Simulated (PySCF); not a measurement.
A single-point calculation

[AuH2]− (singlet). PySCF 2.14.0, RKS CAM-B3LYP, Au def2-SVP with ECP60, H def2-SVP; non-relativistic Hamiltonian with scalar-relativistic core potentials where named; density fitting; no spin-orbit coupling. Purpose: singlet excitations, Tamm-Dancoff CAM-B3LYP.

```python
mol = gto.M(atom='''
Au     0.00000     0.00000     0.00000
H     -0.00000     0.00000     1.66648
H      0.00000    -0.00000    -1.66648''',
    basis={'Au': 'def2-SVP', 'H': 'def2-SVP'},
    ecp={'Au': 'def2-SVP'},
    charge=-1, spin=0)
mf = dft.RKS(mol, xc='CAMB3LYP')
mf.grids.atom_grid = (50, 194)
mf = mf.density_fit()  # fitting sets: Au def2-universal-JKFIT, H def2-universal-JKFIT
mf.conv_tol = 1e-08; mf.max_cycle = 55
mf.kernel(dm0)  # dm0: converged density of the relaxed state
td = mf.TDA(); td.nstates = 8; td.kernel()
```

Run from Python with OMP_NUM_THREADS=2; the lines above give its settings. Where DIIS fails, smearing, a level shift and second-order steps follow.
It took 1.9 s on 2 threads of Arm Neoverse V1, with other jobs on the host, from an already converged density.

(1) Where do the frontier levels lie, over both spins?

(2) What are the Mulliken charges and spins?

(3) Which singlet excitations follow (Tamm-Dancoff, 8 states)?

The geometry was relaxed with PBE0 (Au def2-SVP with ECP60, H def2-SVP).

Results:

(1) HOMO -2.44 eV, LUMO 5.74 eV. 

(2) 
```csv
atom,charge (e),spin (e)
Au1,-0.547,0.000
H2,-0.226,0.000
H3,-0.226,0.000
```

(3) 
```
state    eV  oscillator strength
    1  5.04               0.0000
    2  5.04               0.0000
    3  5.29               0.1293
    4  5.29               0.1293
    5  5.55               0.0000
    6  5.55               0.0000
    7  6.22               0.4726
    8  6.22               0.4726
```
For an anion in a basis without diffuse functions, states above the detachment energy aren't bound: they are resonances at best, or continuum confined by the basis.
